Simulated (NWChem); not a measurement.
# C2H6ClNSi; SMILES N[Si@@H](Cl)C=C

```xyz
11

C      0.5636    -2.4816     0.4362
C      0.9201    -1.3188    -0.1226
Si    -0.3195    -0.0001    -0.5516
N     -1.7626    -0.2817     0.3363
Cl     0.6116     1.8307    -0.1417
H     -0.4847    -2.7073     0.6617
H      1.2975    -3.2548     0.6903
H      1.9812    -1.1344    -0.3333
H     -0.6913     0.0623    -1.9909
H     -1.7217    -0.3507     1.3480
H     -2.6246     0.1630     0.0398
```
Atoms are numbered in this order, from 1.

Level: PBE0/def2-SVP (NWChem), optimised geometry, unscaled harmonic frequencies. 

Question: List the harmonic frequencies with IR intensities, and the thermochemistry.

Answer: 
```csv
frequency (cm⁻¹),IR intensity (km/mol)
92,0.8
157,2.7
205,2.7
257,8.5
273,11.4
396,18.1
460,109.6
507,53.0
554,141.9
691,30.7
738,43.7
833,173.9
881,46.7
920,156.8
1007,24.2
1008,19.0
1046,16.4
1271,1.1
1412,21.1
1543,57.3
1684,11.2
2263,117.8
3142,10.6
3174,1.0
3242,3.9
3606,39.0
3705,41.8
```

The zero-point energy comes out as 50.1 kcal/mol, the thermal correction to the enthalpy at 298.15 K (with zero-point energy) is 55.2 kcal/mol and the heat capacity Cv is 24.9 cal/(mol K). The entropy at 298.15 K and 1 atm (symmetry number 1) comes out as 83.2 cal/(mol K) and the dipole moment is 2.19 D.

Rigid rotor and harmonic oscillator; modes under 100 cm⁻¹ make the entropy uncertain.
